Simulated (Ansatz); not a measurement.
C3H10Si2 can be A, `[SiH3]C[SiH]1CC1`, or B, `[SiH3]/C=C/C[SiH3]`.

Isolated molecules relaxed with PBE0-D4/def2-TZVP in Ansatz; ΔE leaves out vibrations. CCSD(T)/CBS adds triple-zeta CCSD(T) − MP2 to the extrapolated MP2 energy (def2 sets, frozen cores). Functionals use def2-TZVPP. One conformer a species, not always the lowest.

**Question.** Which is lower in electronic energy at CCSD(T)/CBS, and by how much? (An estimate is asked.)

**Answer.** The calculation gave: A, by 1.3 kJ/mol. So small a gap doesn't settle the order.

**Question.** Give E(B) − E(A) in kJ/mol with CCSD(T)/def2-TZVPP, B2PLYP, CCSD/def2-TZVPP, MP2/def2-TZVPP, ωB97M-V, PBE-D4, PBE0-D4. (An estimate is asked.)

**Answer.** The calculation gave: CCSD(T)/def2-TZVPP -1.4, B2PLYP -5.2, CCSD/def2-TZVPP -2.9, MP2/def2-TZVPP 9.2, ωB97M-V 9.3, PBE-D4 12.6, PBE0-D4 16.1. The order is the other way round with CCSD(T)/def2-TZVPP, B2PLYP, CCSD/def2-TZVPP.

Largest T1 diagnostic: 0.012.

From PBE to PBE0 (25 % exact exchange), in def2-TZVPP and without D4, E(B) − E(A) moves by +3.6 kJ/mol. In def2-TZVPP, CCSD(T) changes the Hartree–Fock value by +31.1 kJ/mol (the triples alone add +1.5 kJ/mol) and MP2 by +41.7 kJ/mol.
